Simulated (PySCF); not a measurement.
C₃H₈N₂Si, SMILES C#CC[SiH](N)N.

Coordinates come from a B3LYP-D3(BJ)/def2-SVP optimisation. This is a generated structure with no PubChem entry under its InChIKey; it may be hypothetical. The values are those of a single conformer.

All values below come from B3LYP-D3(BJ)/def2-SVP in PySCF.

Frequencies are harmonic and unscaled.

```
mode  ν (cm⁻¹)  IR (km/mol)  moving atoms (share of kinetic energy)
----  --------  -----------  --------------------------------------
1           58          0.1                  C 40 %, N 30 %, H 26 %
2          106          0.1                  C 47 %, N 27 %, H 18 %
3          207          9.3                  N 48 %, H 35 %, C 12 %
4          234         11.1         H 40 %, C 27 %, N 19 %, Si 14 %
5          262         49.4                          H 82 %, Si 9 %
6          289          1.8                 H 62 %, Si 18 %, N 14 %
7          292        123.8                  H 60 %, N 28 %, Si 9 %
8          355          4.1                          C 64 %, H 36 %
9          404         23.3                  H 74 %, N 15 %, C 10 %
10         446        182.5                   H 72 %, N 17 %, C 8 %
11         454         53.3                 C 57 %, H 26 %, Si 11 %
12         653         38.6                          H 74 %, C 26 %
13         663         24.3                          H 76 %, C 17 %
14         674          2.2                   C 45 %, H 40 %, N 9 %
15         699         36.6                          H 78 %, C 22 %
16         756         40.0         H 67 %, N 14 %, Si 10 %, C 10 %
17         812         19.8                 N 49 %, H 34 %, Si 15 %
18         832         16.0                  H 62 %, N 17 %, C 14 %
19         882         41.4                 H 48 %, N 33 %, Si 18 %
20         906        208.8                 H 65 %, Si 19 %, N 10 %
21         948        209.9                 H 51 %, Si 29 %, N 16 %
22         975         26.3                          C 69 %, H 30 %
23        1146          4.6                          H 88 %, C 11 %
24        1167         62.2                          H 58 %, C 40 %
25        1410          5.3                          H 90 %, C 10 %
26        1530         76.5                          H 88 %, N 11 %
27        1539         42.2                          H 89 %, N 10 %
28        2189        181.2                                  H 95 %
29        2212         30.6                          C 89 %, H 11 %
30        3024         11.0                                  H 95 %
31        3074          3.8                           H 91 %, C 9 %
32        3473         79.2                          H 86 %, C 14 %
33        3559         18.5                                  H 96 %
34        3582         30.1                                  H 96 %
35        3654         26.3                           H 91 %, N 9 %
36        3682         26.3                           H 91 %, N 9 %
```
